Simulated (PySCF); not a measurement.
Species: C4H8BN.
Numbering: `[CH:1]#[C:2][CH2:3][CH2:4][BH:5][NH2:6]` (hydrogens: H7 on C1; H8, H9 on C3; H10, H11 on C4; H12 on B5; H13, H14 on N6)

Computed by this run: PBE0-D3(BJ)/def2-SVP geometry optimisation, gas phase in PySCF 2.14.0; density fitting, grid level 1; the optimiser is geomeTRIC in internal coordinates, started from a GFN2-xTB structure with every atom displaced at random (about 0.01 Å).

Step 0: E = -6431.5215 eV
```
atom  x, y, z in Å  |  force x, y, z in eV/Å
C1     -3.4924   -0.7648    0.1885   -2.129  -1.009  -0.084
C2     -2.4558   -0.1965    0.2281    2.373   1.279   0.089
C3     -1.1617    0.4235    0.2665    1.408  -0.622   0.678
C4      0.0125   -0.6207    0.1715   -1.614   0.259   0.623
B5      1.4311    0.0057    0.2624   -0.275  -0.008   0.284
N6      2.4054   -0.3640   -0.6274   -0.059  -0.488  -0.638
H7     -4.4430   -1.2073    0.1527   -0.917  -0.524  -0.029
H8     -1.0283    0.9931    1.2020   -0.139   0.050  -0.004
H9     -1.0575    1.1376   -0.5367   -0.034   0.569  -0.611
H10    -0.1626   -1.1968   -0.7354    0.130  -0.329  -0.457
H11    -0.1647   -1.3373    1.0075    0.281   0.198  -0.185
H12     1.7133    0.8002    1.1056    0.099   0.370   0.389
H13     2.2219   -1.0270   -1.3694    0.081  -0.035  -0.055
H14     3.3383   -0.0213   -0.6082    0.796   0.290   0.000
```

Step 1: E = -6431.6712 eV
```
atom  x, y, z in Å  |  force x, y, z in eV/Å
C1     -3.5634   -0.7547    0.1956   -0.092   0.068  -0.005
C2     -2.4891   -0.1979    0.2587    0.035  -0.056   0.027
C3     -1.1655    0.4102    0.3166    0.102   0.063  -0.275
C4     -0.0228   -0.6014    0.1398    0.167   0.105  -0.152
B5      1.4307    0.0298    0.2030   -0.161  -0.028   0.016
N6      2.4627   -0.3998   -0.6257    0.095   0.072   0.051
H7     -4.5337   -1.2137    0.1388    0.050  -0.012   0.010
H8     -1.0495    0.9526    1.2691    0.007   0.015   0.026
H9     -1.0953    1.1792   -0.4808   -0.065  -0.080   0.170
H10    -0.1861   -1.1846   -0.7847    0.025   0.046   0.028
H11    -0.0719   -1.3364    0.9578   -0.051  -0.126   0.163
H12     1.6867    0.8964    1.0151    0.013   0.016   0.004
H13     2.3449   -1.1145   -1.3311   -0.007  -0.051  -0.057
H14     3.4088   -0.0410   -0.5644   -0.117  -0.032  -0.007
```

**Question.** Estimate the geometry and energy of step 2. (The exact step hangs on the optimiser's Hessian estimate; all steps are aligned on step 1, rigid shifts and turns removed.)

**Answer.** E = -6431.6757 eV, largest force 0.087 eV/Å
```
atom  x, y, z in Å  |  force x, y, z in eV/Å
C1     -3.5649   -0.7469    0.1983   -0.030   0.070   0.001
C2     -2.4846   -0.2007    0.2537    0.014  -0.065   0.009
C3     -1.1588    0.4035    0.3049    0.008   0.009  -0.036
C4     -0.0150   -0.6061    0.1350   -0.002   0.000   0.047
B5      1.4271    0.0339    0.2105   -0.055  -0.057  -0.036
N6      2.4551   -0.3983   -0.6214    0.066   0.033   0.009
H7     -4.5356   -1.2036    0.1502    0.009  -0.022   0.005
H8     -1.0424    0.9414    1.2609    0.001   0.009   0.011
H9     -1.0976    1.1790   -0.4794   -0.006  -0.007   0.016
H10    -0.1670   -1.1861   -0.7916    0.019   0.009  -0.002
H11    -0.0741   -1.3443    0.9583   -0.027   0.015  -0.013
H12     1.6796    0.9039    1.0209    0.012  -0.007  -0.013
H13     2.3370   -1.1147   -1.3275   -0.014   0.008   0.010
H14     3.3977   -0.0367   -0.5652    0.007   0.003  -0.008
```

The energy changes by -0.0044 eV. The first-order estimate −F·Δx gives -0.0085 eV and the mean of the old and new forces, exact on a quadratic surface, -0.0043 eV. The step makes an angle of 70° with the force vector and moves no atom by more than 0.020 Å.

The cost below is that of the whole optimisation. The run took 29 s of wall time on an Arm Neoverse V2 with one thread, no GPU, on a shared host, and the process peaked at 0.51 GiB of memory.
